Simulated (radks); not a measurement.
Problem. Radial electron density D(r) = 4 pi r^2 rho(r) of an atom or ion with 4 electrons. Calculated with a radial shooting solver on a logarithmic mesh with Libxc functionals: scalar-relativistic Kohn-Sham, PBE, spin-polarised, spherical densities, point nucleus.

| r (bohr) | D(r) (e/bohr) |
|---|---|
| 0.01251 | 0.06378 |
| 0.01541 | 0.09444 |
| 0.01897 | 0.1391 |
| 0.02335 | 0.2035 |
| 0.02899 | 0.2996 |
| 0.03569 | 0.4303 |
| 0.04394 | 0.6105 |
| 0.0541 | 0.8531 |
| 0.06661 | 1.170 |
| 0.08201 | 1.569 |
| 0.1018 | 2.067 |
| 0.1253 | 2.603 |
| 0.1543 | 3.146 |
| 0.19 | 3.615 |
| 0.2339 | 3.910 |
| 0.2879 | 3.929 |
| 0.3574 | 3.594 |
| 0.44 | 2.955 |
| 0.5417 | 2.140 |
| 0.667 | 1.352 |
| 0.8212 | 0.7835 |
| 1.011 | 0.5248 |
| 1.245 | 0.5381 |
| 1.545 | 0.6928 |
| 1.902 | 0.8061 |
| 2.342 | 0.7755 |
| 2.884 | 0.5978 |
| 3.55 | 0.3611 |
| 4.371 | 0.1677 |
| 5.425 | 0.05548 |
| 6.679 | 0.01334 |
| 8.224 | 0.002076 |

What is the nuclear charge?

Solution. Z = 4. The innermost maximum, from 1s, lies near gamma/Z bohr with gamma = sqrt(1 - (Z/c)^2) = 1.000, here 0.25 bohr (found: 0.264), and its height grows with Z. The density is that of neutral beryllium in [He] 2s2; the configuration itself is not fixed sharply by these data. D(r) has 2 maxima, at r = 0.264, 2.03 bohr, and minima at 1.10 bohr, inside which lie 2.06 electrons.
